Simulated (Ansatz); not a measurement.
C2H3F2GaO2, singlet, geometry from GFN2-xTB (such geometries of metal compounds can be far from the true shape), with bond 9-6 at 1.4 times its length; CASSCF(6,4)/STO-3G in Ansatz (a program for electronic structure).

Input for Ansatz:
Ansatz 0.2 input:
```yaml
crystal:
  periodic: [false, false, false]
  atoms:
    - {symbol: Ga, position_ang: [0.21432508, 0.09087961, 0.72186158]}
    - {symbol: F, position_ang: [-0.09939854, -1.15367734, 1.88626400]}
    - {symbol: F, position_ang: [1.01490729, 1.57119950, 1.13864189]}
    - {symbol: O, position_ang: [0.69610670, -0.58116574, -1.09005975]}
    - {symbol: C, position_ang: [-0.44327486, -0.20222098, -1.46448499]}
    - {symbol: C, position_ang: [-0.85791253, -0.36530751, -2.88645209]}
    - {symbol: O, position_ang: [-1.22459334, 0.32929619, -0.63441593]}
    - {symbol: H, position_ang: [-1.93798782, -0.46784531, -2.94832946]}
    - {symbol: H, position_ang: [-0.14748628, -1.56239841, -3.50032714]}
    - {symbol: H, position_ang: [-0.56018580, 0.53337766, -3.42717026]}
basis:
  gaussian:
    orbitals: STO-3G
hamiltonian:
  xc: hf
magnetization: {spin_polarized: false}
correlation: {active_space: {window: {electrons: 6, orbitals: 4}}}
```

What the program printed (banner, timings and long lists left out):

```
Functional definition: HF
670 factors; integrals over basis functions are off by at most 3.6e-5 eV
mean field evaluation 1: about -63155.9852 eV, gradient 4.1e1 eV
mean field evaluation 2: about -63156.1936 eV, gradient 4.1e1 eV
mean field evaluation 4: about -63162.4123 eV, gradient 2.7e0 eV
mean field evaluation 8: about -63162.4607 eV, gradient 1.9e-1 eV
mean field -63162.46114167 eV, -2321.1776339024 hartree, gradient 5.9e-6 eV, S^2 0.000000; 0 other end points of the search recorded, 0 dependent functions left out
reference -63162.46114167 eV, -2321.1776339024 hartree; 40, 40 occupied and 11, 11 virtual orbitals, 670 factors
state -63163.35457505 eV, -2321.2104669738 hartree
Total energy: -63163.35457505 eV, -2321.2104669738 hartree
```
